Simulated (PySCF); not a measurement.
## Se₂S₂: fields on a plane

Computed with PBE0 in PySCF with Se def2-TZVP, S def2-TZVP; no relativity; density-fitted integrals.

The singlet minimum has Se–S 2.242 Å (×4); Se–S–Se 84.7° (×2), S–Se–S 84.7° (×2).

The plane holds Se1 at (0.00, 0.00), Se2 at (3.02, 0.00), S3 at (1.51, 1.66) Å. Columns run from x = -1.95 to 5.25 Å, rows from y = 4.05 (top) to -1.95 Å, in steps of 0.3 Å. Other isomers or separated fragments may lie lower.

Problem. Give the electron density (e/Å³) (cut at 5 e/Å³). Lower edges of the bins (e/Å³): '0' 0.000, '1' 0.030, '2' 0.076, '3' 0.151, '4' 0.268, '5' 0.455, '6' 0.750, '7' 1.218, '8' 1.960, '9' 3.136; top 5.00.

Solution. 
```
0000000000000000000000000
0000000000000000000000000
0000000000000000000000000
0000000001111110000000000
0000000012333321000000000
0000000123455432100000000
0000000134677653100000000
0000001245799754210000000
0000011346899864321000000
0001123356799765432110000
0012344556666665544321000
0123456666555566665432100
0124679976544567998642100
0134699996543469999653100
0134699996533469999653100
0124579976433467998642100
0013456665433456665431000
0011234444433344443321000
0000122233333333222110000
0000001112233221111000000
0000000011122211000000000
```

Problem. Give the highest occupied orbital (Å^-3/2) at -6.11 eV (cut at ±0.3; overall sign arbitrary). Lower edges of the bins (Å^-3/2): '0' -0.243, '1' -0.199, '2' -0.156, '3' -0.112, '4' -0.069, '5' -0.025, '6' 0.018, '7' 0.062, '8' 0.105, '9' 0.149; top 0.19.

Solution. 
```
5555555555555555555555555
5555555555555555555555555
5555555555555555555555555
5555555555444445555555555
5555555554444445555555555
5555555554333345555555555
5555555554322345555555555
5556666655445455666665555
5566666666666666666666555
5666677777755777777666655
5666778877777777888766655
5667788876666667888776655
5667786665555556668776655
5666760354444445406766655
5556657943344334975565555
5555444323444432344455555
5555433234555543233455555
5555443345666654334455555
5555444456677765444455555
5555555556777766555555555
5555555566777766555555555
```
